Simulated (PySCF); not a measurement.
Species: C3H10GaNS.
Structure used (PBE0-D3(BJ)/def2-SVP), in Å, numbered top down from 1:
```xyz
16
C3H10GaNS angstrom
C      3.1978   -0.6092    0.4981
N      1.9485   -0.5306    0.3606
Ga     1.0271    0.5352   -0.9162
S     -0.9350    0.7388    0.6248
C     -2.2973    1.0820   -0.5054
C     -1.1465   -1.0242    0.9392
H      3.6467   -1.2530    1.2854
H      3.9531   -0.0698   -0.1189
H      0.3019   -0.3042   -2.0428
H      1.4648    2.0346   -1.1276
H     -2.2302    0.4364   -1.3928
H     -3.2579    0.9389    0.0084
H     -2.2046    2.1330   -0.8113
H     -1.3589   -1.5504   -0.0023
H     -0.1697   -1.3602    1.3185
H     -1.9469   -1.1880    1.6731
```

Level of theory: PySCF, PBE0-D3(BJ)/def2-SVP geometry optimisation, gas phase.

Which atoms are bound to Ga3, and at what distances?

4 atoms: H10 1.576 Å, H9 1.581 Å, N2 1.901 Å, S4 2.503 Å. The nearest atom not counted as bound is C1, at 2.83 Å.

List the angles at Ga3.

```csv
angle,degrees,distance of the outer atoms (Å)
H9–Ga3–H10,122.5,2.77
N2–Ga3–H10,119.3,3.00
N2–Ga3–H9,113.8,2.92
S4–Ga3–H10,102.9,3.24
S4–Ga3–H9,97.0,3.12
N2–Ga3–S4,90.7,3.16
```

Describe the arrangement about Ga3 in numbers.

Angles from 90.7° to 122.5°; τ4 = (360° − α − β)/141° = 0.84 with α and β the two widest (0 for a square, 1 for a tetrahedron).

What are the other bond lengths?

C1=N2 1.259 Å; S4–C5, S4–C6 1.803 Å; C1–H7 1.112 Å; C1–H8 1.114 Å; C5–H11 and 5 like bonds 1.099 Å.

Give some angles away from the centre.

C1–N2–Ga3 126.1°, Ga3–S4–C5 102.8°, Ga3–S4–C6 96.9°, C5–S4–C6 101.9°.

What are the rotational constants (commonest isotopes, rigid rotor)?

A = 3170, B = 1176, C = 942.0 MHz: an asymmetric top.

Point group: C1 (no symmetry element, even within 0.4 Å). Charge 0, singlet. PBE0-D3(BJ)/def2-SVP frequencies: not computed here.

The run took 2.7 min wall on one thread of an Arm Neoverse V1, no GPU, shared host. These figures are those of the optimisation.

One conformer stands for the species.
